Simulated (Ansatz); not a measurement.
```yaml
crystal:
  periodic: [false, false, false]
  atoms:
    - {symbol: C, position_ang: [-0.034075, 0.473025, 0.958534]}
    - {symbol: C, position_ang: [0.134346, -0.177742, -0.384775]}
    - {symbol: O, position_ang: [-0.836666, -1.104864, -0.565650]}
    - {symbol: Cl, position_ang: [1.765888, -0.924832, -0.513565]}
    - {symbol: I, position_ang: [0.015460, 1.372617, -1.957219]}
    - {symbol: H, position_ang: [-1.018204, 0.939368, 1.009933]}
    - {symbol: H, position_ang: [0.040392, -0.300156, 1.726906]}
    - {symbol: H, position_ang: [0.735025, 1.223863, 1.122111]}
    - {symbol: H, position_ang: [-0.713665, -1.547678, -1.413177]}
basis:
  gaussian: {orbitals: def2-TZVPP, fitting: {mean_field: cc-pVTZ-jkfit}}
hamiltonian: {xc: {name: BLYP}, dispersion: d3bjatm}
accuracy: high
scf: {lower_state_search: full}
```

```sh
$ ansatz run in.yaml --threads 4 --pin off --events-out ev --progress --plain --max-ram 10444MiB
```

It prints (some lines left out):

```
Functional definition: BLYP
Error: <dir> the basis set cc-pVTZ-JKFIT has no functions for I
```
